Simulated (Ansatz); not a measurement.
Harmonic frequencies (cm⁻¹) at PBE0-D4/def2-TZVP from Ansatz: 102, 102, 262, 591.

(1) Which molecule is it?
A. `[NH2][Cd][SH]`
B. `[NH2][Cd][OH]`
C. `[OH][Cd][Br]`
D. `[F][Cd][Br]`

Answers

(1) D.
